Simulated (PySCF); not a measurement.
A GIAO shielding run with PySCF 2.14 (density fitting, non-relativistic, gas phase) on `InChI=1S/C4H8OSi/c6-5-3-4-1-2-4/h3H,1-2H2,6H3`:

```
$ OMP_NUM_THREADS=1 python probes_run.py task.json out

{"job": {"kind": "nmr", "xc": "PBE0", "basis": "def2-SVP", "pop": true}, "charge": 0, "multiplicity": 1}
Si     2.562329     0.552562     0.639930
O      1.060053     0.081080     0.070832
C     -0.107076     0.183661     0.755992
C     -1.269821    -0.190357     0.246027
C     -2.713905    -0.327916     0.421280
C     -2.023230    -0.742418    -0.874862
H      2.914448    -0.203005     1.881011
H      2.572104     2.014656     0.951297
H      3.523486     0.244518    -0.450078
H     -0.049023     0.596893     1.772559
H     -3.095600    -1.121865     1.073841
H     -3.338683     0.572802     0.404023
H     -1.935004    -1.813362    -1.090789
H     -2.176677    -0.118072    -1.762582
```

Hardware: 1 thread of an Arm Neoverse V1, shared host. The job also computes population analyses, field gradients, ring-centre shieldings.

Q: How large is the calculation?

A: 54 electrons, 128 basis functions and 699 auxiliary functions.

Q: How long does it take, and how much memory does it need?

A: 10 s of wall time, with 14 SCF cycles and 5 response iterations; peak memory 0.65 GiB. Times on a shared host scatter by some tens of per cent.

Q: And these other runs on the same molecule and hardware: GIAO shielding at PBE0/6-311+G(2d,p); GIAO shielding at PBE0/6-31G*; GIAO shielding at PBE0/IGLO-III; GIAO shielding at PBE0/aug-cc-pVDZ; GIAO shielding at PBE0/cc-pVDZ; GIAO shielding at PBE0/cc-pVTZ?

A: PBE0/6-311+G(2d,p): 218 functions, 23 s; PBE0/6-31G*: 104 functions, 8.7 s; PBE0/IGLO-III: 299 functions, 39 s; PBE0/aug-cc-pVDZ: 214 functions, 25 s; PBE0/cc-pVDZ: 128 functions, 11 s; PBE0/cc-pVTZ: 296 functions, 40 s.
